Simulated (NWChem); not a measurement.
System: C2H4ClFSi; SMILES F/C([SiH3])=C\Cl

Input file for NWChem:

```
start job
memory heap 200 mb stack 900 mb global 1100 mb
geometry units angstroms noautosym nocenter noautoz
  F     -1.511396    -0.178962     0.000000
  C     -0.172566    -0.391672     0.000000
  Si     0.334799    -2.205904     0.000000
  C      0.667056     0.647978     0.000000
  Cl     0.141429     2.304021     0.000000
  H     -0.208672    -2.874158     1.209096
  H     -0.208672    -2.874158    -1.209096
  H      1.818241    -2.263910     0.000000
  H      1.741353     0.515088     0.000000
end
basis spherical
  * library 6-31g*
end
dft
  xc b3lyp
  iterations 150
end
cosmo
  do_cosmo_smd true
  solvent water
end
task dft energy
```

All runs use the structure optimised with B3LYP/6-31G* (spherical d). Solvent: water.

Level: B3LYP/6-31G* with SMD (1 M gas to 1 M solution), gas-phase geometry. Reactions with the solvent are ignored.

Task: Predict the main results of this run. (B3LYP/6-31G* (spherical d), SMD on the gas-phase geometry.) Quantities: solvation free energy (kcal/mol); cavity-dispersion-structure term (kcal/mol); dipole in solution (D).

Result: 
```
Property                                     Value
-------------------------------------------  -----
solvation free energy (kcal/mol)               1.6
cavity-dispersion-structure term (kcal/mol)    4.2
dipole in solution (D)                        2.79
```
